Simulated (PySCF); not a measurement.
Vertical excitations of a molecule C₄H₆BFO from TDDFT-PBE/def2-SVPD (PySCF), as energy in eV (oscillator strength): 3.76 (0.097), 4.71 (0.000), 5.06 (0.001), 5.20 (0.010), 5.55 (0.001), 5.92 (0.103), 6.17 (0.000), 6.60 (0.000), 6.83 (0.002), 6.96 (0.006). Lowest triplet (TDA): 2.42 eV. Coordinates come from a B3LYP-D3(BJ)/def2-SVP optimisation. Other conformers were not sampled.

Task: Identify the compound among the candidates.
A) CC=C=CB(O)F
B) CC1=C(F)B(O)C1
C) CB1CO/C1=C\F
D) C[C@]1(F)C=CB1O

Result: C, CB1CO/C1=C\F
